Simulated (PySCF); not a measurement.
## Computed properties of B(OH)2(SH) (BH3O2S), SMILES OB(O)S

BH₃O₂S, SMILES OB(O)S. Geometry: B3LYP-D3(BJ)/def2-SVP. The values are those of a single conformer. All values are computed for the isolated molecule unless a solvent is named; none is compared with measurement here.

**Structure.** The optimised structure has Cs symmetry. All 15 harmonic modes at B3LYP-D3(BJ)/def2-SVP (PySCF) are real, so it is a minimum. With heavy atoms numbered as in [B:1]([OH:2])([OH:4])[SH:6], the shortest bond between them is B1–O2 at 1.364 Å and the longest B1–S6 at 1.831 Å.

**Vibrations.** The strongest infrared lines (harmonic, unscaled, degenerate partners summed) lie at 1438 cm⁻¹ (350 km/mol, B 72 %, O 26 %), 1295 cm⁻¹ (228 km/mol, B 61 %, H 25 %, O 13 %), 928 cm⁻¹ (204 km/mol, H 91 %, O 9 %). The softest mode is at 258 cm⁻¹ and the zero-point energy is 27.1 kcal/mol.

**Electronic structure.** M06-2X/def2-TZVPD (PySCF) places the frontier levels at -8.60 and -0.52 eV, a gap of 8.08 eV, and gives a dipole moment of 3.35 D and a mean polarisability of 44.5 bohr³.

**Excitations.** TDA-M06-2X/def2-SVPD (PySCF) has S1 at 6.15 eV (202 nm, f = 0.017, weak); the most intense of the 10 singlets computed lies at 7.55 eV (f = 0.16). T1 (TDA) is at 5.97 eV, 0.18 eV under S1. No vertical singlet excitation falls in the visible range (under 3.1 eV).

**NMR.** GIAO shifts at PBE0/pcSseg-1 (PySCF) (non-relativistic, atoms alike by connectivity averaged): ¹H from 1.7 to 3.4 ppm against TMS; ¹¹B at 19.1 ppm against BF3.
